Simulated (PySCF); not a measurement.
Species: C5H8NSi2 (doublet state).
Numbering: `[N:1]#[C:2][C:3]#[C:4][SiH2:5][CH:6][CH2:7][SiH3:8]` (hydrogens: H9, H10 on Si5; H11 on C6; H12, H13 on C7; H14, H15, H16 on Si8)

Geometry (GFN2-xTB, Å), atoms numbered from 1 in this order:
```xyz
16
C5H8NSi2 angstrom
N      3.475   -1.345    3.178
C      3.015   -0.986    2.186
C      2.463   -0.566    1.014
C      1.989   -0.210   -0.046
Si     1.106    0.399   -1.572
C     -0.558    1.045   -1.099
C     -1.736    0.216   -0.887
Si    -1.888   -0.265    0.989
H      1.945    1.464   -2.128
H      0.998   -0.776   -2.447
H     -0.668    2.090   -0.841
H     -2.656    0.744   -1.142
H     -1.689   -0.710   -1.459
H     -0.697   -1.021    1.359
H     -2.006    0.972    1.759
H     -3.100   -1.074    1.126
```

The hyperfine couplings belong to this conformer and change with its torsions.

Computed with UKS B3LYP, pcH-1 on C H N Si, non-relativistic, mean-field spin-orbit, GIAO (PySCF). The structure is a single GFN2-xTB conformer in the gas phase; no vibrational or solvent corrections. The geometry wasn't refined by DFT: couplings that depend on bond lengths, twists or pyramidal angles can differ widely from those at the functional's own minimum. No stability test was run, so a lower SCF solution isn't excluded.

Question: Where do the isotropic ENDOR lines of C6, C4, C7, C3, H11, H12/H13, H9/H10, H14/H15/H16, Si8 and Si5 fall at 3352.5 mT, to first order?

Answer: ν± = |νn ± a/2|, one line for each electron-spin manifold; νn = |g_N| × 7.62259 MHz/T × B.

```
     nuclei  isotope      g_N  νn (MHz)  a_iso (MHz)  lower line (MHz)  upper line (MHz)
         C6      13C   1.4048     35.90        73.43              0.82             72.62
         C4      13C   1.4048     35.90        57.40              7.20             64.60
         C7      13C   1.4048     35.90       -24.45             23.67             48.13
         C3      13C   1.4048     35.90         5.99             32.90             38.90
        H11       1H   5.5857    142.74       -51.87            116.81            168.68
    H12/H13       1H   5.5857    142.74        47.33            119.08            166.41
     H9/H10       1H   5.5857    142.74        12.93            136.27            149.21
H14/H15/H16       1H   5.5857    142.74         7.92            138.78            146.70
        Si8     29Si  -1.1106     28.38      -127.74             35.49             92.25
        Si5     29Si  -1.1106     28.38        37.55              9.61             47.16
```

The rows for 13C and 29Si, of low natural abundance, apply to labelled samples.

Question: Which pairs are centred on the nuclear Larmor frequency, and which on half the coupling?

Answer: Centred on νn, since |a| < 2νn: C4, C7, C3, H11, H12/H13, H9/H10, H14/H15/H16 and Si5. Centred on |a|/2 and split by 2νn: C6 and Si8.

Question: At what field would the lower line of Si5 fall to zero frequency?

Answer: Where νn = |a|/2, that is B = 18.77 MHz/(1.1106 × 7.62259 MHz/T) = 2220 mT, as far as first order holds there.

Nuclei that the bonding pattern makes equivalent are averaged, as if the motion that swaps them (rotation, inversion, ring flip) were fast. The three 1H nuclei of mean +7.9 MHz run from -3.5 to 30.7 MHz in the frozen geometry. The 1H value of +47.3 MHz is a mean of couplings from 29.5 to 65.1 MHz in this one geometry, not an average over conformers.

Largest spin populations (Mulliken): C6 (+0.92) and Si8 (+0.07). No atom but C6 exceeds +0.15. The angles at C6 add up to 359.6°, so it is planar; its axial dipolar tensor and the negative coupling of its proton fit spin in a p orbital normal to that plane.
